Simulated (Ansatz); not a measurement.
Program: Ansatz. Geometries: PBE0-D4/def2-TZVP. ΔE: electronic, gas phase. CCSD(T)/CBS adds triple-zeta CCSD(T) − MP2 to the extrapolated MP2 energy (def2 sets, frozen cores). This one scheme is used for every species. DFT in def2-TZVPP. One conformer a species, not always the lowest.

Consider the substitution at a C–Si bond: `C=C(F)[SiH2]N` + `[SiH3]S` → `C=C(F)S[SiH3]` + `N[SiH3]`.

(1) Is it downhill or uphill in electronic energy at CCSD(T)/CBS, and by how much? (Estimate.)

(2) What do these levels give: ωB97X-V, ωB97M-V, r2SCAN, PBE0, CCSD(T)/def2-TZVPP, MP2/CBS(def2)? (An estimate is asked.)

Largest T1 diagnostic among the species: 0.013.

Results:

(1) The calculation gave: Uphill: ΔE = +47.4 kJ/mol.

(2) Ansatz gave: ωB97X-V 44.4, ωB97M-V 46.2, r2SCAN 41.3, PBE0 43.0, CCSD(T)/def2-TZVPP 46.3, MP2/CBS(def2) 43.3 kJ/mol.

From PBE to PBE0 (25 % exact exchange), in def2-TZVPP and without D4, ΔE moves by +3.2 kJ/mol. In def2-TZVPP, CCSD(T) changes the Hartree–Fock value by −7.5 kJ/mol (the triples alone add −2.8 kJ/mol) and MP2 by −11.5 kJ/mol.
